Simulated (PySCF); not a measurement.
## Phosphorus: a sound run and one with changed settings

Sound run: P⁺ [Ne] 3s2 3p2, P²⁺ [Ne] 3s2 3p1. Computed with PySCF 2.14 in def2-TZVP (5s5p2d1f, 37 functions), with the non-relativistic Hamiltonian (point nucleus). The sound run starts from symmetry-adapted Hartree-Fock orbitals and uses a fine grid where one is needed.

A second run was set up differently.

```json
{"species": "P⁺", "method": "UHF", "sound run (hartree)": "-340.34566", "changed run (hartree)": "-340.34566", "converged": "yes"}
{"species": "P⁺", "method": "MN15", "sound run (hartree)": "-340.76315", "changed run (hartree)": "-340.81279", "converged": "yes"}
{"species": "P⁺", "method": "M06-L", "sound run (hartree)": "-340.86855", "changed run (hartree)": "-341.98910", "converged": "no"}
{"species": "P²⁺", "method": "UHF", "sound run (hartree)": "-339.64140", "changed run (hartree)": "-339.64140", "converged": "yes"}
{"species": "P²⁺", "method": "MN15", "sound run (hartree)": "-340.03563", "changed run (hartree)": "-340.05213", "converged": "yes"}
{"species": "P²⁺", "method": "M06-L", "sound run (hartree)": "-340.14528", "changed run (hartree)": "-340.25068", "converged": "no"}
```

Ionisation energy of P⁺:

| method | sound run (eV) | changed run (eV) |
| --- | --- | --- |
| UHF | 19.164 | 19.164 |
| MN15 | 19.797 | 20.699 |

(1) What was changed?
A. level shift left on
B. angular grid far too coarse
C. minimal basis
D. all electrons correlated in a valence basis

Answers

(1) B. It used 6 angular points. A coarse angular grid integrates products of high-l functions wrongly, so density functionals can shift, and the SCF can exploit the error; Hartree-Fock and MP2 need no grid.
